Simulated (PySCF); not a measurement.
PySCF input file for CH₃Si, SMILES [SiH]=C (connectivity only; charge and spin as stated), charge +1, multiplicity 1, r2SCAN-D4/def2-TZVP. Coordinates come from a r2SCAN-D4/def2-TZVP optimisation. The geometry has at least one imaginary mode, so it is a saddle point at that level. The spin state was assumed, not searched. The isomer is the one that the SMILES or the coordinates give; other isomers of the formula were not compared.

```python
import numpy as np
from pyscf import gto, scf, dft, df
from pyscf.hessian import thermo

mol = gto.M(
    atom='''
    C     0.00000000    0.00000000   -1.09993888
    Si    0.00000000   -0.00000000    0.56316192
    H     0.00000000    0.93372916   -1.66133192
    H     0.00000000   -0.93372917   -1.66133193
    H     0.00000000    0.00000000    2.03803016
    ''',
    basis='def2-TZVP',
    charge=1,
    spin=0,
    max_memory=1600,
    verbose=3,
)
mf = dft.RKS(mol, xc='r2scan').density_fit(auxbasis='def2-universal-jkfit')
mf.disp = 'd4'
mf.grids.level = 4
mf.conv_tol = 1e-11
mf.max_cycle = 100
mf.kernel()

# [left out here: the lines that compute and print the analytic Hessian (its translational invariance restored by hand, since the grid's response is missing), thermochemistry and intensities]
```

Program output:

```
converged SCF energy = -328.947489162036

WARN: MGGA Hessian is sensitive to dft grids. grids.level 4 may not be dense enough.


WARN: DFTD4 does not support analytical Hessian, using finite difference.


WARN: Mole.unit (angstrom) is changed to Bohr

Mode                                 0                   1                   2
Irrep
Freq [cm^-1]                     -341.8751            352.3322            686.4020
Reduced mass [au]                   1.2880              1.0433              1.3345
Force const [Dyne/A]               -0.0887              0.0763              0.3704
Char temp [K]                    -491.8821            506.9276            987.5797
Normal mode                   x     y     z       x     y     z       x     y     z
       0   C                 0.10 -0.00  0.00   -0.00  0.03  0.00   -0.00  0.12  0.00
       1  Si                -0.06  0.00 -0.00    0.00  0.03 -0.00   -0.00 -0.06 -0.00
       2   H                -0.18  0.00  0.00    0.00 -0.23 -0.40    0.00 -0.15 -0.43
       3   H                -0.18  0.00 -0.00    0.00 -0.23  0.40    0.00 -0.15  0.43
       4   H                 0.83 -0.00  0.00    0.00 -0.73 -0.00    0.00  0.57 -0.00
Mode                                 3                   4                   5
Irrep
Freq [cm^-1]                      731.8654           1036.7091           1268.9827
Reduced mass [au]                   1.1503              4.3720              1.1774
Force const [Dyne/A]                0.3630              2.7685              1.1170
Char temp [K]                    1052.9914           1491.5935           1825.7835
Normal mode                   x     y     z       x     y     z       x     y     z
       0   C                 0.10  0.00  0.00   -0.00 -0.00  0.21    0.00  0.00 -0.11
       1  Si                 0.01 -0.00 -0.00    0.00  0.00 -0.10    0.00 -0.00  0.01
       2   H                -0.59 -0.00 -0.00    0.00  0.03  0.28   -0.00  0.38  0.53
       3   H                -0.59 -0.00  0.00    0.00 -0.03  0.28   -0.00 -0.38  0.53
       4   H                -0.39  0.00 -0.00   -0.00 -0.00 -0.14   -0.00 -0.00  0.04
Mode                                 6                   7                   8
Irrep
Freq [cm^-1]                     2277.3961           3103.6134           3205.4086
Reduced mass [au]                   1.0513              1.0528              1.1147
Force const [Dyne/A]                3.2126              5.9752              6.7482
Char temp [K]                    3276.6660           4465.4087           4611.8694
Normal mode                   x     y     z       x     y     z       x     y     z
       0   C                -0.00 -0.00  0.01   -0.00 -0.00 -0.06   -0.00 -0.09  0.00
       1  Si                 0.00  0.00 -0.04    0.00  0.00  0.00    0.00 -0.00 -0.00
       2   H                 0.00 -0.01 -0.00    0.00 -0.59  0.35    0.00  0.56 -0.36
       3   H                 0.00  0.01 -0.00    0.00  0.59  0.35    0.00  0.56  0.36
       4   H                -0.00 -0.00  0.97   -0.00 -0.00 -0.00    0.00 -0.01  0.00
temperature 298.1500 [K]
pressure 101325.00 [Pa]
Rotational constants [GHz] 287.53110 15.24518 14.47756
Symmetry number 2
Zero-point energy (ZPE) 0.02885 [Eh]   75739.823 [J/mol]
                           tot       elec      trans        rot        vib
Entropy [J/mol/K]       237.903      0.000    155.689     74.428      7.786
Cv [J/mol/K]             40.434      0.000     12.472     12.472     15.491
Cp [J/mol/K]             48.748      0.000     20.786     12.472     15.491
Internal energy [J/mol]                      3718.434   3718.434  77373.597
Internal energy [Eh]   -328.91519  -328.94749
Enthalpy [J/mol]                             6197.391   3718.434  77373.597
Enthalpy [Eh]          -328.91424
Gibbs free energy [J/mol]                  -40221.314 -18472.148  75052.095
Gibbs free energy [Eh] -328.94126
mode   freq/cm-1   IR/(km/mol)
   1     -341.88         0.515
   2      352.33         0.893
   3      686.40        45.476
   4      731.87        53.555
   5     1036.71         0.134
   6     1268.98        17.378
   7     2277.40        48.540
   8     3103.61        97.324
   9     3205.41       102.448
max |gradient| / (hartree/bohr): 9.877756538018491e-05
APT charges: [-0.2651  0.7653  0.1909  0.1909  0.1157]
```

Self-consistency was reached. The end point has an imaginary mode, so it is no minimum.

Cost: roughly 80 core-seconds.
